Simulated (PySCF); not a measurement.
C5H6Si, SMILES C(C)#C[SiH2]C#C. Atoms are numbered in the order given.

```xyz
12

C     -2.7796     1.5335     0.1596
C     -2.0468     0.5677     0.0524
Si    -0.9476    -0.8966    -0.1103
C      0.8039    -0.3877    -0.0396
C      1.9737    -0.0478     0.0075
C      3.3696     0.3605     0.0640
H     -3.4259     2.3870     0.2544
H     -1.2468    -1.8442     0.9980
H     -1.2308    -1.5649    -1.4100
H      3.9166     0.0280    -0.8334
H      3.8729    -0.0688     0.9458
H      3.4570     1.4576     0.1259
```

The structure is a stationary point at B3LYP-D3(BJ)/def2-SVP. This is a generated structure with no PubChem entry under its InChIKey; it may be hypothetical.

Computed with SMD-ωB97X/6-31G* in PySCF.

Solvation free energies are E(SMD) − E(gas) at the gas-phase geometry, for 1 M in both phases. In vacuum the dipole moment is 1.58 D.

Computed solvation free energies in water, chlorobenzene, 2-propanol:
```
solvent        ΔG(solv) (kcal/mol)  its non-electrostatic (CDS) part  dipole (D)
-------------  -------------------  --------------------------------  ----------
water                          0.8                               7.0        2.07
chlorobenzene                 -4.0                               0.6        1.97
2-propanol                    -2.9                               2.9        2.05
```
